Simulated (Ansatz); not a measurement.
Consider the redistribution: `[SiH3][SiH2][BH][GeH3]` + `O[SiH2]O[SiH2]F` → `F[SiH2]O[SiH2][SiH3]` + `O[SiH2][BH][GeH3]`.

Isolated molecules relaxed with PBE0-D4/def2-TZVP in Ansatz; ΔE leaves out vibrations. CBS: MP2 limit from def2 TZ/QZ plus the TZ coupled-cluster correction, frozen cores. For Ge outer-core shells are correlated without core-valence functions, which leaves a few kJ/mol of doubt a bond. Scalar relativity is left out up to krypton. One conformer a species, not always the lowest.

| level | ΔE (kJ/mol) |
| --- | --- |
| MP2/def2-QZVPP | 51.5 |
| CCSD/CBS(def2) | 46.6 |

**Question.** What does CCSD(T)/CBS give? (An estimate is asked.)

**Answer.** Ansatz gave: +48.6 kJ/mol. The listed levels differ from it by 2.9, -2.0 kJ/mol.

Largest T1 diagnostic among the species: 0.014.

In def2-TZVPP, CCSD(T) changes the Hartree–Fock value by +9.5 kJ/mol (the triples alone add +2.0 kJ/mol) and MP2 by +12.1 kJ/mol.
